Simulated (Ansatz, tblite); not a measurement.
Spin states of the cluster Cu₂F⁺ (the lowest singlet isomer of a short search), each relaxed with PBE-D4/def2-TZVP in Ansatz. Electronic energies in the gas phase.

The xTB rows come from tblite. Correlated methods freeze 19 core orbitals. The structure comes from a short search, and lower isomers may exist.

Singlet geometry (D∞h within 0.1 Å):

```tsv
atom	x (Å)	y (Å)	z (Å)
Cu1	1.156	0.875	1.178
Cu2	-1.152	-0.881	-1.177
F3	-0.004	0.006	-0.001
```

Triplet geometry (D∞h within 0.1 Å):

```xyz
3

Cu    1.622    0.696    0.645
Cu   -1.623   -0.691   -0.646
F     0.002   -0.004    0.000
```

Quintet geometry (C2v within 0.1 Å):

Cartesian coordinates in Å:
```
Cu 1.6168 -0.6483 -0.5678
Cu -1.6361 0.8130 0.1390
F 0.0192 -0.1647 0.4289
```

⟨S²⟩: triplet 2.00 at PBE0-D4/def2-TZVP (pure 2.00), quintet 6.00 at PBE0-D4/def2-TZVP (pure 6.00).

Run but left out: HF/STO-3G (triplet: ⟨S²⟩ 4.01, where a pure state has 2.00).

Only these spin states were relaxed.

Second-order perturbation terms are unreliable where d shells bring near-degenerate states, and here B2PLYP/def2-TZVP lies more than 0.4 eV from the median of the functionals without such a term.

```csv
level,triplet − singlet (kcal/mol),quintet − singlet (kcal/mol),lowest of these,remarks
GFN1-xTB,59.0,130.7,singlet,–
PBE-D4/def2-TZVP,45.2,131.1,singlet,–
revPBE-D4/def2-TZVP,45.0,129.3,singlet,–
r2SCAN-D4/def2-TZVP,46.6,117.0,singlet,–
PBE0-D4/def2-TZVP,57.0,122.4,singlet,–
BHLYP-D4/def2-TZVP,47.9,102.9,singlet,–
B2PLYP/def2-TZVP,65.2,136.9,singlet,test for broken spin undecided (singlet)
RPA@PBE/def2-TZVP,44.9,117.7,singlet,–
```

Change of the quintet − singlet gap on mixing in exact exchange, in kcal/mol: PBE to PBE0 (25 % exact exchange) -8.7.

The xTB methods have no spin-polarisation term.
